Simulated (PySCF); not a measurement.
C₆ coefficients of unlike pairs at LC-wPBE

Calculated with PySCF 2.14 from the dipole response of each species, C₆(A,B) = (3/π) ∫ α_A(iu) α_B(iu) du, in atomic units, from isotropic polarisabilities. For ions this is the dispersion term alone; charge-induced terms of lower order in 1/R come first.

| species | configuration | basis | relativity | α (bohr³) | C₆ (like pair) |
| --- | --- | --- | --- | --- | --- |
| In⁺ | [Kr] 4d10 5s2 (1S) | aug-cc-pVQZ-PP with ECP28MDF (7s7p5d3f2g) | core potential | 25.93 | 177.6 |
| Bi²⁺ | [Xe] 4f14 5d10 6s2 6p1 (2P) | def2-QZVPPD with the def2 core potential (60 electrons) (8s6p5d4f1g) | core potential | 16.05 | 119.6 |
| Re³⁺ | [Xe] 4f14 5d4 (5D) | def2-TZVPPD with the def2 core potential (60 electrons) (6s5p3d2f1g) | core potential | 7.053 | 37.30 |
| Rb⁺ | [Kr] (1S) | dyall-av2z (22s16p9d) | none | 8.897 | 53.41 |

(1) Estimate C₆ for Rb⁺ with In⁺.

No spin-orbit coupling is included.

The other pairs:

| pair | C₆ |
| --- | --- |
| Rb⁺, Re³⁺ | 44.31 |
| Rb⁺, Bi²⁺ | 79.10 |
| Re³⁺, Bi²⁺ | 65.56 |
| Bi²⁺, In⁺ | 141.4 |
| Re³⁺, In⁺ | 74.11 |

Results:

(1) The integral gives 91.00. The combination rule 2 C_A C_B / (C_A α_B/α_A + C_B α_A/α_B) gives 87.58 and the geometric mean 97.39.
